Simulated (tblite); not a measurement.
Species: C₆H₈N₂OSi.
SMILES with atom numbers: `[N:1]#[C:2][C@H:3]([CH2:4][SiH3:5])[c:6]1[n:7][cH:8][cH:9][o:10]1` (hydrogens: H11 on C3; H12, H13 on C4; H14, H15, H16 on Si5; H17 on C8; H18 on C9)

Geometry (GFN2-xTB, Å), atoms numbered from 1 in this order:
```xyz
18
C6H8N2OSi angstrom
N     -0.5072   -0.4095   -3.4790
C     -0.5836   -0.4928   -2.3420
C     -0.6897   -0.5484   -0.8991
C     -1.5509    0.6217   -0.4008
Si    -1.6886    0.6504    1.5019
C      0.6816   -0.4980   -0.3174
N      1.2731   -1.4519    0.3282
C      2.4913   -0.9436    0.6770
C      2.5774    0.3284    0.2110
O      1.4222    0.6168   -0.4268
H     -1.1309   -1.5100   -0.6165
H     -2.5393    0.5424   -0.8571
H     -1.1130    1.5547   -0.7609
H     -2.6290    1.7136    1.8504
H     -2.1735   -0.6552    1.9470
H     -0.3792    0.9296    2.0921
H      3.1973   -1.5264    1.2297
H      3.3332    1.0846    0.2507
```

Computed with GFN2-xTB (tblite): harmonic, unscaled wavenumbers at the GFN2-xTB geometry, gas phase. The method is semi-empirical: single wavenumbers can be off by several per cent or more. Modes of hydrogen on silicon can be 10 to 20 % off. One conformer, not necessarily the lowest.

Harmonic wavenumbers (cm⁻¹): 33.5, 48.9, 86.9, 105.2, 116.6, 176.6, 221.4, 315.6, 383.2, 477.3, 501.2, 513.1, 565.3, 612.1, 677.6, 733.6, 759.7, 761.4, 762.8, 785.3, 795.4, 823.9, 838.3, 904.5, 938.4, 995.2, 1044.4, 1071.1, 1103.8, 1127.2, 1158.8, 1196.0, 1236.0, 1266.2, 1284.0, 1327.3, 1471.7, 1485.1, 1575.0, 2275.5, 2285.9, 2292.3, 2408.1, 2945.9, 2978.6, 2991.5, 3187.6, 3203.7.

A = 1272, B = 1108, C = 694.9 MHz; mass 152.041 u (most abundant isotopes); point group C1, symmetry number 1.

**Question.** Zero-point energy?

**Answer.** ½Σν̃ = 27424 cm⁻¹ = 328.07 kJ/mol.

**Question.** What is S at 273.15 K and 1 bar for an ideal gas of classical rigid rotors and harmonic oscillators?

**Answer.** Translation 169.69, rotation 125.16, vibration 127.94: S = 422.8 J/(mol K).

**Question.** And Cp and H(273.15 K) − H(0)?

**Answer.** Cp = 158.14 J/(mol K), of which vibrations give 124.88 (their classical limit is 48 R = 399.1); H(273.15 K) − H(0) = 26.56 kJ/mol without the zero-point energy, 17.47 from vibrations.

**Question.** What must be added to the electronic energy to get the Gibbs energy at 273.15 K and 1 bar?

**Answer.** ZPE + [H(273.15 K) − H(0)] − T·S = 328.07 + 26.56 − 115.49 = 239.14 kJ/mol.

**Question.** How do the functions run with temperature in this model?

**Answer.** 
| T (K) | S (J/(mol K)) | Cp (J/(mol K)) | H − H(0) (kJ/mol) | G − H(0) (kJ/mol) | ln q(vib) |
| --- | --- | --- | --- | --- | --- |
| 100 | 309.7 | 83.3 | 6.01 | -24.96 | 2.58 |
| 200 | 379.2 | 123.6 | 16.26 | -59.58 | 5.61 |
| 300 | 438.2 | 170.7 | 30.97 | -100.49 | 8.45 |
| 500 | 544.8 | 247.9 | 73.36 | -199.03 | 13.99 |
| 800 | 677.6 | 315.6 | 158.94 | -383.15 | 21.84 |
| 1000 | 751.2 | 343.2 | 224.98 | -526.20 | 26.63 |

q(vib) and H(0) count from the zero-point level.

**Question.** Blend soft modes into free rotors: weight 1/[1 + (100 cm⁻¹/ν̃)⁴] for the oscillator and the rest for a rotor with moment μB/(μ + B), μ = h/(8π²ν), B = 10⁻⁴⁴ kg m². What vibrational entropy results?

**Answer.** 113.54 J/(mol K) in place of 127.94, which changes −T·S at 273.15 K by +3.93 kJ/mol.

**Question.** Which modes carry the vibrational entropy at 273.15 K?

**Answer.** 33.5 cm⁻¹: 22.75; 48.9 cm⁻¹: 19.62; 86.9 cm⁻¹: 14.88; 105.2 cm⁻¹: 13.33; 116.6 cm⁻¹: 12.50; 176.6 cm⁻¹: 9.21 J/(mol K); the other 42 give 35.66 together.

Hindered rotation and anharmonicity are outside this model. Other conformers, if any are populated, would add a mixing term that is left out. The structure is chiral; the term R ln 2 for an equal mix with its mirror image is left out.

On one thread of an AMD EPYC 9B45, on a shared host, this took 0.52 s. The figure is for the frequency step alone.
